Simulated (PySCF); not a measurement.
Cartesian coordinates in Å; atom numbers follow the order of the lines, from 1:
```xyz
23

B    -0.742    2.158    1.251
O    -0.593    0.985    0.138
C    -1.840    0.541   -0.434
C    -1.609   -0.914   -0.782
C    -0.647   -1.351    0.319
C     0.272   -0.145    0.466
C     1.471   -0.155   -0.465
C     2.297    1.119   -0.437
H    -1.304    1.607    2.195
H     0.401    2.510    1.487
H    -1.425    3.001    0.690
H    -2.067    1.194   -1.287
H    -2.618    0.668    0.334
H    -1.144   -1.016   -1.775
H    -2.547   -1.487   -0.792
H    -1.198   -1.520    1.257
H    -0.091   -2.268    0.080
H     0.590    0.022    1.505
H     1.126   -0.362   -1.493
H     2.091   -1.019   -0.171
H     3.153    1.042   -1.124
H     2.687    1.322    0.572
H     1.694    1.988   -0.734
```

Geometry: PBE0-D3(BJ)/def2-SVP; GIAO shifts from PySCF, gas phase, non-relativistic, averaged over equivalent atoms.

At PBE0/pcSseg-1 (211 basis functions, 38 s wall time on 1 thread of an Arm Neoverse V1, shared host):
```
      atoms  δ (ppm)
         B1     -1.2
         O2     63.4
         C6     91.2
         C3     78.7
         C5     31.9
         C7     31.9
         C4     27.5
         C8     12.8
        H12     4.11
        H18     4.04
        H13     3.63
 H9/H10/H11     3.01
        H16     2.10
        H14     1.91
        H15     1.72
        H17     1.41
        H19     1.32
H21/H22/H23     1.23
        H20     1.04
```

References, each an isolated molecule treated in the same way: $^{11}$B (σref 100.73) against BF3·OEt2; $^{17}$O (σref 334.56) vs H2O; TMS for $^{13}$C (σref 184.41), $^{1}$H (σref 31.27).

What do these become at KT2/pcSseg-1?

Results:


```csv
atoms,δ at KT2/pcSseg-1,change
B1,-0.5,+0.7
O2,74.7,+11.3
C6,92.6,+1.4
C3,79.7,+1.0
C5,32.9,+1.0
C7,33.5,+1.6
C4,28.9,+1.4
C8,13.4,+0.6
H12,4.22,+0.11
H18,4.12,+0.08
H13,3.62,-0.01
H9/H10/H11,3.19,+0.18
H16,2.15,+0.05
H14,1.96,+0.05
H15,1.82,+0.10
H17,1.50,+0.09
H19,1.36,+0.04
H21/H22/H23,1.25,+0.02
H20,1.16,+0.12
```

Scale: BF3·OEt2 for $^{11}$B (σ = 99.90 ppm); $^{17}$O (σ = 330.66 ppm) vs H2O; $^{13}$C (σ = 183.22 ppm), $^{1}$H (σ = 31.18 ppm) against TMS (reference shieldings calculated alike).

The largest change is at O2 (donor oxygen of a Lewis adduct). Cost: 211 basis functions, 59 s wall time on 1 thread of an Arm Neoverse V1, shared host. The order of the carbon signals changes between the two levels.

Experimental scales use liquid or dissolved standards, which lie at an offset from isolated H2O (liquid H2O: subtract about 36 ppm).
